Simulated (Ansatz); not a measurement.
Program: Ansatz. Geometries: PBE0-D4/def2-TZVP. ΔE: electronic, gas phase. CCSD(T)/CBS adds triple-zeta CCSD(T) − MP2 to the extrapolated MP2 energy (def2 sets, frozen cores). This one scheme is used for every species. DFT in def2-TZVPP. Each species was taken in one conformer, which may not be the lowest.

Consider the formal exchange of groups at the Si–O bond: `O[SiH]1[CH2][AlH]1` + `[SiH3][SiH3]` → `[SiH3][SiH2][SiH]1[CH2][AlH]1` + H₂O.

| species | ωB97M-V energy (Eh) |
| --- | --- |
| `O[SiH]1[CH2][AlH]1` | -648.22712 |
| `[SiH3][SiH3]` | -582.52232 |
| `[SiH3][SiH2][SiH]1[CH2][AlH]1` | -1154.29058 |
| H₂O | -76.43342 |

Question: Work out ΔE.

Answer: ΔE = (-1154.29058) + (-76.43342) − (-648.22712) − (-582.52232) = 0.02544 Eh = +0.69 eV. CCSD(T)/CBS gives +0.58 eV.

Largest T1 diagnostic among the species: 0.014.

The D4 term adds −0.11 eV with B3LYP and −0.07 eV with PBE0; it sums over pairs of atoms, weighted by their polarisabilities, and B3LYP, whose exchange is more repulsive, gets the larger term. In def2-TZVPP, CCSD(T) changes the Hartree–Fock value by −0.30 eV (the triples alone add −0.05 eV) and MP2 by −0.29 eV.

B3LYP here is the variant with VWN-RPA as its local correlation; programs differ in this.
